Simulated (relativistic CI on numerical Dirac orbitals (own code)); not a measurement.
## Electric-dipole transitions in Tl56+

Calculated at this level of theory: Dirac-Coulomb-Breit CI, separate exchange-only KLI orbitals for each configuration, model QED, unscaled Slater integrals (own radial code, finite nucleus).

Configuration list (outside the closed core [Ne]): 3s2 3p6 3d7, 3s2 3p5 3d8, 3s2 3p4 3d9, 3s 3p6 3d8, 3p6 3d9, 3s 3p5 3d9, 3s2 3p6 3d6 4s, 3s2 3p6 3d6 4p, 3s2 3p4 3d8 4s, 3s2 3p6 3d6 4d, 3s2 3p4 3d8 4p, 3s2 3p5 3d7 4s, 3s2 3p6 3d6 4f, 3s2 3p5 3d7 4p, 3s2 3p6 3d5 4s2, 3s 3p6 3d7 4s. Levels of other configurations are missing.

| λ vac (nm) | Lower | Upper | A (s⁻¹) | log gf | S velocity/length |
| --- | --- | --- | --- | --- | --- |
| 0.52113 | 3s2 3p6 3d7 4F_9/2 [1] | 3s2 3p6 3d6 4p 2H°_11/2 [182] | 1.38e+13 | -0.17 | 0.96 |
| 0.52151 | 3s2 3p6 3d7 4F_9/2 [1] | 3s2 3p6 3d6 4p 4F°_9/2 [180] | 1.10e+13 | -0.35 | 0.98 |
| 0.52315 | 3s2 3p6 3d7 4F_9/2 [1] | 3s2 3p6 3d6 4p 4D°_7/2 [169] | 9.56e+12 | -0.50 | 0.98 |
| 1.3290 | 3s2 3p5 3d8 2G°_7/2 [45] | 3s2 3p4 3d9 2D_5/2 [105] | 1.07e+13 | 0.23 | 0.91 |
| 1.3312 | 3s2 3p6 3d7 4F_5/2 [13] | 3s2 3p5 3d8 2D°_5/2 [66] | 4.22e+12 | -0.17 | 0.86 |
| 1.3360 | 3s2 3p6 3d7 2H_9/2 [15] | 3s2 3p5 3d8 2F°_7/2 [67] | 8.07e+12 | 0.24 | 0.81 |
| 1.3447 | 3s2 3p5 3d8 2G°_9/2 [40] | 3s2 3p4 3d9 2F_7/2 [97] | 8.98e+12 | 0.29 | 0.88 |
| 1.3500 | 3s2 3p6 3d7 4F_9/2 [5] | 3s2 3p5 3d8 2G°_9/2 [52] | 3.23e+12 | -0.05 | 0.85 |
| 1.3502 | 3s2 3p6 3d7 2G_7/2 [17] | 3s2 3p5 3d8 2D°_5/2 [66] | 7.10e+12 | 0.07 | 0.81 |
| 1.3532 | 3s2 3p6 3d7 4P_3/2 [6] | 3s2 3p5 3d8 2P°_3/2 [53] | 3.74e+12 | -0.39 | 0.86 |
| 1.3565 | 3s2 3p6 3d7 4F_7/2 [4] | 3s2 3p5 3d8 4D°_7/2 [49] | 3.09e+12 | -0.17 | 0.84 |
| 1.3586 | 3s2 3p6 3d7 2D_3/2 [19] | 3s2 3p5 3d8 2D°_3/2 [74] | 1.07e+13 | 0.07 | 0.89 |
| 1.3615 | 3s2 3p5 3d8 2H°_11/2 [35] | 3s2 3p4 3d9 2G_9/2 [93] | 1.04e+13 | 0.46 | 0.88 |
| 1.3641 | 3s2 3p6 3d7 2H_11/2 [9] | 3s2 3p5 3d8 2G°_9/2 [52] | 8.56e+12 | 0.38 | 0.79 |
| 1.3645 | 3s2 3p6 3d7 2F_7/2 [10] | 3s2 3p5 3d8 2F°_5/2 [55] | 6.86e+12 | 0.06 | 0.82 |
| 1.3675 | 3s2 3p6 3d7 4F_9/2 [5] | 3s2 3p5 3d8 4D°_7/2 [49] | 3.35e+12 | -0.12 | 0.80 |
| 1.3702 | 3s2 3p6 3d7 2D_3/2 [12] | 3s2 3p5 3d8 2P°_1/2 [57] | 1.04e+13 | -0.23 | 0.85 |
| 1.3778 | 3s2 3p6 3d7 4P_5/2 [7] | 3s2 3p5 3d8 4D°_7/2 [49] | 3.59e+12 | -0.09 | 0.92 |
| 1.3823 | 3s2 3p6 3d7 2H_9/2 [15] | 3s2 3p5 3d8 2H°_9/2 [64] | 4.35e+12 | 0.10 | 0.83 |
| 1.3833 | 3s2 3p6 3d7 2D_5/2 [18] | 3s2 3p5 3d8 2F°_7/2 [67] | 3.51e+12 | -0.09 | 0.99 |
| 1.5618 | 3s2 3p4 3d9 4F_9/2 [51] | 3s 3p5 3d9 2F°_7/2 [111] | 7.05e+12 | 0.31 | 0.91 |
| 1.5748 | 3s2 3p5 3d8 2F°_7/2 [22] | 3s 3p6 3d8 4P_5/2 [77] | 4.71e+12 | 0.02 | 0.95 |
| 1.5772 | 3s2 3p5 3d8 4G°_11/2 [20] | 3s 3p6 3d8 4F_9/2 [76] | 6.40e+12 | 0.38 | 0.91 |
| 1.5842 | 3s2 3p5 3d8 4G°_9/2 [29] | 3s 3p6 3d8 4F_7/2 [81] | 5.39e+12 | 0.21 | 0.91 |
| 1.6002 | 3s2 3p5 3d8 2H°_11/2 [35] | 3s 3p6 3d8 2G_9/2 [84] | 4.15e+12 | 0.20 | 0.87 |
| 1.6225 | 3s2 3p5 3d8 4F°_9/2 [23] | 3s 3p6 3d8 4F_9/2 [76] | 2.58e+12 | 0.01 | 1.01 |
| 2.2927 | 3s2 3p5 3d8 2G°_9/2 [52] | 3s2 3p4 3d9 2F_7/2 [97] | 3.70e+12 | 0.37 | 0.85 |
| 2.2928 | 3s2 3p6 3d7 4F_9/2 [1] | 3s2 3p5 3d8 4D°_7/2 [25] | 3.02e+12 | 0.28 | 0.71 |
| 2.3128 | 3s2 3p6 3d7 4F_7/2 [4] | 3s2 3p5 3d8 4D°_5/2 [37] | 1.64e+12 | -0.10 | 0.72 |
| 2.3190 | 3s2 3p6 3d7 4F_9/2 [5] | 3s2 3p5 3d8 2G°_7/2 [38] | 2.52e+12 | 0.21 | 0.70 |
| 2.3377 | 3s2 3p6 3d7 2D_5/2 [3] | 3s2 3p5 3d8 2P°_3/2 [28] | 2.17e+12 | -0.15 | 0.77 |
| 2.3446 | 3s2 3p6 3d7 4P_5/2 [7] | 3s2 3p5 3d8 4S°_3/2 [39] | 2.49e+12 | -0.09 | 0.77 |
| 2.3495 | 3s2 3p6 3d7 2H_11/2 [9] | 3s2 3p5 3d8 2G°_9/2 [40] | 2.26e+12 | 0.27 | 0.69 |
| 2.3535 | 3s2 3p5 3d8 4D°_7/2 [25] | 3s2 3p4 3d9 2D_5/2 [59] | 3.43e+12 | 0.23 | 0.87 |
| 2.3809 | 3s2 3p6 3d7 2D_5/2 [3] | 3s2 3p5 3d8 2D°_5/2 [27] | 1.53e+12 | -0.11 | 0.82 |
| 2.4063 | 3s2 3p6 3d7 2H_9/2 [15] | 3s2 3p5 3d8 2G°_7/2 [45] | 1.57e+12 | 0.04 | 0.68 |
| 2.4227 | 3s2 3p5 3d8 4F°_9/2 [23] | 3s2 3p4 3d9 4F_9/2 [51] | 1.55e+12 | 0.13 | 0.93 |
| 2.4231 | 3s2 3p6 3d7 4F_9/2 [1] | 3s2 3p5 3d8 4F°_9/2 [23] | 1.51e+12 | 0.12 | 0.77 |
| 2.4275 | 3s2 3p6 3d7 2P_3/2 [2] | 3s2 3p5 3d8 2P°_1/2 [24] | 1.87e+12 | -0.48 | 0.72 |
| 2.4487 | 3s2 3p6 3d7 2H_11/2 [9] | 3s2 3p5 3d8 2H°_11/2 [35] | 6.47e+11 | -0.16 | 0.71 |
| 2.4522 | 3s2 3p6 3d7 4F_7/2 [4] | 3s2 3p5 3d8 4F°_7/2 [30] | 6.72e+11 | -0.31 | 0.75 |
| 2.4554 | 3s2 3p5 3d8 2G°_9/2 [40] | 3s2 3p4 3d9 2F_7/2 [68] | 2.13e+12 | 0.19 | 0.82 |
| 2.4698 | 3s2 3p6 3d7 2F_7/2 [10] | 3s2 3p5 3d8 2G°_7/2 [36] | 1.09e+12 | -0.10 | 0.75 |
| 2.5208 | 3s2 3p6 3d7 4F_9/2 [5] | 3s2 3p5 3d8 4G°_9/2 [29] | 4.18e+11 | -0.40 | 0.76 |
| 2.5374 | 3s2 3p6 3d7 2P_3/2 [2] | 3s2 3p5 3d8 2D°_5/2 [21] | 5.37e+11 | -0.51 | 0.79 |

Terms are leading LS components. Brackets give the number of a level in order of energy, since labels repeat. The list gives strong lines, with weight on those to low levels, among the lowest 200 of 2750 levels, so that lines to higher ones, which can be the strongest, are missing. Levels whose partners in the same complex of configurations lie outside the list can be far off, and so can their lines. Rates are taken at the computed energies, electric ones in the length gauge. A velocity-to-length ratio far from 1 marks an uncertain rate.

At this charge energies of transitions that change n are usually good to better than 1 %, and those within a shell (Δn = 0) to a few per cent.

LS names give the leading component of a level, which can be under half, so a name can repeat, a term be missing and a line seem to break the LS rules.
